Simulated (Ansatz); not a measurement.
Compare A (`[SiH3][CH](S)[SbH2]`) with its isomer B (`[CH3][Sb]([SiH3])[SH]`).

Gas-phase electronic energies from Ansatz, PBE0-D4/def2-TZVP geometries. CBS: MP2 limit from def2 TZ/QZ plus the TZ coupled-cluster correction, frozen cores. Functionals use def2-TZVPP. B3LYP here is the variant with VWN-RPA as its local correlation; programs differ in this. Elements past krypton have def2 core potentials. For Sb outer-core shells are correlated without core-valence functions, which leaves a few kJ/mol of doubt a bond. One conformer a species, not always the lowest.

(1) Which is lower in electronic energy at CCSD(T)/CBS, and by how much? (Best estimate.)

(2) Give E(B) − E(A) in kJ/mol with CCSD(T)/def2-TZVPP, CCSD/def2-TZVPP, MP2/def2-TZVPP, B3LYP, ωB97M-V, r2SCAN-D4, B3LYP-D4. (An estimate is asked.)

Largest T1 diagnostic: 0.013.

## Answers

(1) The calculation gave: B, by 143.7 kJ/mol.

(2) Computed: CCSD(T)/def2-TZVPP -133.6, CCSD/def2-TZVPP -134.7, MP2/def2-TZVPP -136.6, B3LYP -151.4, ωB97M-V -138.4, r2SCAN-D4 -147.9, B3LYP-D4 -147.2. None reverses the order clearly.

In def2-TZVPP, CCSD(T) changes the Hartree–Fock value by +14.2 kJ/mol (the triples alone add +1.0 kJ/mol) and MP2 by +11.3 kJ/mol. The D4 term adds +4.2 kJ/mol with B3LYP and +1.9 kJ/mol with PBE0; it sums over pairs of atoms, weighted by their polarisabilities, and B3LYP, whose exchange is more repulsive, gets the larger term.
